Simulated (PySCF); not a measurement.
# Excitation energy of Cu⁺ by level of theory

Cu⁺ [Ar] 3d10 (1S) → Cu⁺ [Ar] 3d9 4p1 (high-spin determinant), as a difference of total energies. All numbers are calculated (PySCF 2.14, scalar relativity through the core potential, in aug-cc-pwCVDZ-PP with ECP10MDF (6s6p5d3f, 70 functions)). Correlated levels: valence and next inner shell: nothing frozen outside the core potential. The calculations carry no spin-orbit coupling.

```csv
method,excitation energy (eV)
UHF,5.911
MP2 (valence and next inner shell),9.521
SCS-MP2 (valence and next inner shell),9.093
CCSD (valence and next inner shell),8.094
CCSD(T) (valence and next inner shell),8.260
```

How much does correlation contribute at CCSD(T) (valence and next inner shell)?

8.260 − (5.911) = 2.349 eV, measured against UHF.

The determinant of the upper state mixes LS terms, which raises its energy above the lowest term, most at the Hartree-Fock and MP2 levels.
